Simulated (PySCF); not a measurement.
M06-L on Sb⁻ (antimony, charge -1), [Kr] 4d10 5s2 5p4, high-spin 3P determinant. Computed with PySCF 2.14 in def2-QZVPPD with the def2 core potential (28 electrons), with a scalar-relativistic core potential.

```
cycle= 1 E= -240.400423247685  delta_E= -0.00823  |g|= 0.0185  |ddm|= 0.295
cycle= 2 E= -240.400628696038  delta_E= -0.000205  |g|= 0.00542  |ddm|= 0.0613
cycle= 3 E= -240.400642486187  delta_E= -1.38e-05  |g|= 0.00232  |ddm|= 0.0134
cycle= 4 E= -240.400644460706  delta_E= -1.97e-06  |g|= 0.000748  |ddm|= 0.00602
cycle= 5 E= -240.40064473767  delta_E= -2.77e-07  |g|= 0.000281  |ddm|= 0.00267
cycle= 6 E= -240.400644811186  delta_E= -7.35e-08  |g|= 9.18e-05  |ddm|= 0.000976
cycle= 7 E= -240.400644820415  delta_E= -9.23e-09  |g|= 1.03e-05  |ddm|= 0.000458
cycle= 8 E= -240.400644820633  delta_E= -2.17e-10  |g|= 1.38e-06  |ddm|= 9.45e-05
converged SCF energy = -240.400644820633  <S^2> = 2.0056988  2S+1 = 3.0037968
```

Highest occupied orbital energy: 1.581 eV; ⟨L²⟩ = 2.04; populations by l: s 4.00, p 10.00, d 10.00, f 0.00.

(1) Can this result be used?

Answers

(1) With care. The run converged. Energies and moments cover only the electrons outside the core potential. At M06-L the highest occupied level has a positive energy, so only the finite basis holds that electron; in a semilocal or global hybrid functional this comes from self-interaction and does not mean that the real anion is unbound.
